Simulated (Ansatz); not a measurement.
Pulling on the Al1–H2 bond in AlH5Si (SMILES [AlH2][SiH3]) (multiplicity 1 held, fragments rigid). Energies count from the point at 1.583 Å.
Geometry at that point (charge 0, multiplicity 1):
```csv
atom,x (Å),y (Å),z (Å)
Al,0.0339,-0.6045,-1.1593
H,-1.2881,-0.7373,-2.0206
H,1.3858,-1.1878,-1.7414
Si,-0.0279,0.5276,1.0239
H,-0.0393,2.0039,0.8270
H,1.1451,0.2081,1.8784
H,-1.2539,0.1849,1.7925
```

Signs of static correlation in cc-pV(T+d)Z, with CASSCF(2,2), from Ansatz (a quantum-chemistry and plane-wave program) runs.

```csv
R (Å),T1 of restricted CCSD,⟨S²⟩ of UHF,largest double amplitude of restricted CCSD,weight of the CASSCF reference in MRCISD,CASSCF natural occupations
1.267,0.012,0.000,0.024,0.894,1.99 0.01
1.425,0.012,0.000,0.027,0.894,1.98 0.02
1.583,0.012,0.000,0.029,0.894,1.98 0.02
1.742,0.013,0.000,0.033,0.894,1.97 0.03
1.900,0.013,0.000,0.035,0.893,1.96 0.04
2.138,0.015,0.000,0.082,0.893,1.93 0.07
2.375,0.018,0.126,0.135,0.894,1.90 0.10
2.771,0.028,0.661,0.233,0.894,1.80 0.20
3.167,…,0.871,0.261,0.894,1.65 0.35
3.642,0.071,0.964,0.536,0.894,1.43 0.57
4.275,0.102,0.998,…,0.894,1.22 0.78
5.067,0.121,1.007,0.963,0.894,1.08 0.92
```

### Question
What belongs in the gaps?

### Answer

- 3.167, T1 of restricted CCSD: 0.045
- 4.275, largest double amplitude of restricted CCSD: 0.774

Doubts at one or more of the structures used: a restricted determinant that unrestricted orbitals would lower (R-CCSD(T)/cc-pV(T+d)Z); other coupled-cluster roots lie near (R-CCSD(T)/cc-pV(T+d)Z); T1 above 0.05 (R-CCSD(T)/cc-pV(T+d)Z, U-CCSD(T)/cc-pV(T+d)Z); a spin-contaminated determinant (U-CCSD(T)/cc-pV(T+d)Z).
